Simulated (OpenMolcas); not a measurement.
# Lines of Ir VIII: computed and rescaled rates

* Program: OpenMolcas 26.06
* Method: SS-CASPT2, IPEA 0.25 Eh, imaginary shift 0.1 Eh (closed shells correlated: 5s 5p)
* Basis: ANO-RCC-VQZP [9s8p6d4f2g1h]
* Scalar Hamiltonian: DKH2, point nucleus
* Active space: 2 electrons in 10 orbitals (5d 6d)
* State averaging: 2S+1 = 3 even, 10 roots; 2S+1 = 1 even, 15 roots
* Spin-orbit coupling: RASSI with atomic mean-field integrals over the reference wave functions, term energies averaged over their components

Rates come from the transition moments of the reference wave functions (E1 and E2 in the length form). At fixed line strength A goes as λ^-3 for E1 and M1 and as λ^-5 for E2, so a rate at the computed wavelength can be rescaled to the measured one. Measured vacuum wavelengths follow from level energies in van het Hof, Joshi, Wyart and Sugar, J. Res. Natl. Inst. Stand. Technol. 100, 687 (1995). Branching counts decays inside the model space alone, at computed energies, and the table is only a selection of the E2 and M1 lines, drawn from those between levels with measured partners whose computed energy lies within a factor of 1.5 of the measured one.

```json
{"Upper": "5d2 3P1", "Lower": "5d2 3P0", "Type": "M1", "λ computed (nm)": "1301", "λ measured (nm)": "1255", "A computed (s-1)": "7.38e+00", "A rescaled (s-1)": "8.22e+00", "Branching %": "62.1"}
{"Upper": "5d2 3F4", "Lower": "5d2 3F3", "Type": "M1", "λ computed (nm)": "1112", "λ measured (nm)": "1118", "A computed (s-1)": "1.20e+01", "A rescaled (s-1)": "1.18e+01", "Branching %": "99.9"}
{"Upper": "5d2 3F3", "Lower": "5d2 3F2", "Type": "M1", "λ computed (nm)": "805.3", "λ measured (nm)": "789.1", "A computed (s-1)": "4.26e+01", "A rescaled (s-1)": "4.53e+01", "Branching %": "100.0"}
{"Upper": "5d2 3P2 [58 %]", "Lower": "5d2 3P1", "Type": "M1", "λ computed (nm)": "772.7", "λ measured (nm)": "732.2", "A computed (s-1)": "1.69e+01", "A rescaled (s-1)": "1.99e+01", "Branching %": "20.0"}
{"Upper": "5d2 3P1", "Lower": "5d2 3F3", "Type": "E2", "λ computed (nm)": "748.4", "λ measured (nm)": "796.9", "A computed (s-1)": "6.05e-02", "A rescaled (s-1)": "4.42e-02", "Branching %": "0.5"}
{"Upper": "5d2 1G4", "Lower": "5d2 3F4", "Type": "M1", "λ computed (nm)": "664.6", "λ measured (nm)": "683.2", "A computed (s-1)": "1.77e+01", "A rescaled (s-1)": "", "Branching %": "24.8"}
{"Upper": "5d2 3P0", "Lower": "5d2 3F2", "Type": "E2", "λ computed (nm)": "552.6", "λ measured (nm)": "579.6", "A computed (s-1)": "5.45e-01", "A rescaled (s-1)": "4.29e-01", "Branching %": "100.0"}
{"Upper": "5d2 1G4", "Lower": "5d2 3F3", "Type": "M1", "λ computed (nm)": "416", "λ measured (nm)": "424.1", "A computed (s-1)": "5.36e+01", "A rescaled (s-1)": "", "Branching %": "74.8"}
{"Upper": "5d2 3P1", "Lower": "5d2 3F2", "Type": "M1", "λ computed (nm)": "387.9", "λ measured (nm)": "396.5", "A computed (s-1)": "3.61e+00", "A rescaled (s-1)": "", "Branching %": "30.4"}
{"Upper": "5d2 3P1", "Lower": "5d2 3F2", "Type": "E2", "λ computed (nm)": "387.9", "λ measured (nm)": "396.5", "A computed (s-1)": "5.09e-01", "A rescaled (s-1)": "4.56e-01", "Branching %": "4.3"}
{"Upper": "5d2 3P2 [58 %]", "Lower": "5d2 3F3", "Type": "M1", "λ computed (nm)": "380.2", "λ measured (nm)": "381.6", "A computed (s-1)": "1.76e+01", "A rescaled (s-1)": "", "Branching %": "20.8"}
{"Upper": "5d2 1S0", "Lower": "5d2 3P2 [58 %]", "Type": "E2", "λ computed (nm)": "370.8", "λ measured (nm)": "382.5", "A computed (s-1)": "4.62e+00", "A rescaled (s-1)": "", "Branching %": "1.2"}
{"Upper": "5d2 3P2 [58 %]", "Lower": "5d2 3F2", "Type": "M1", "λ computed (nm)": "258.3", "λ measured (nm)": "257.2", "A computed (s-1)": "1.85e+00", "A rescaled (s-1)": "", "Branching %": "2.2"}
{"Upper": "5d2 1S0", "Lower": "5d2 3P1", "Type": "M1", "λ computed (nm)": "250.6", "λ measured (nm)": "251.2", "A computed (s-1)": "3.44e+02", "A rescaled (s-1)": "", "Branching %": "87.9"}
{"Upper": "5d2 1S0", "Lower": "5d2 3F2", "Type": "E2", "λ computed (nm)": "152.2", "λ measured (nm)": "153.8", "A computed (s-1)": "1.29e+01", "A rescaled (s-1)": "", "Branching %": "3.3"}
```

Spin-changing lines and M1 lines between different terms are not rescaled, since their strength hangs on the term gaps too.

The largest correction is for 5d2 3P1 → 5d2 3F3 (E2): 6.05e-02 × (748.4 / 796.9)^5 = 4.42e-02 s-1, a factor of 0.73.

The computed rate and branching of 5d2 3P0 → 5d2 3F2 give the upper level a radiative lifetime of 1.000 / 5.45e-01 s-1 = 1.83e+00 s, counting decays inside the model space alone. The rescaled rate gives about 2.3e+00 s.

These are rates of the free ion; in crystals, glasses and complexes forced electric-dipole and non-radiative decay shorten such lifetimes by orders of magnitude. No measured rate stands beside these. Rescaling mends the energy factor alone: line strengths can still be far off where a level mixes with configurations outside the active space, and weak or spin-changing lines hang on small mixing coefficients that depend on the term gaps too, so rescaling need not improve them.

Term energies are means over components that CASPT2 splits; among the terms shown or strongly mixed into the levels shown the widest spread is 610 cm-1 (5d2 1G). Active for correlation alone: 6d; no level in the range computed is led by a configuration that fills it, so any true level of that kind is missing. Computed and measured levels are paired by configuration, term and J; levels that our copy of the source lacks, or whose pairing is in doubt (as where it misses far off the trend of its configuration), stay unpaired. Levels of configurations outside the active space are missing.

A share in square brackets marks a mixed level and gives the weight of the term that names it.
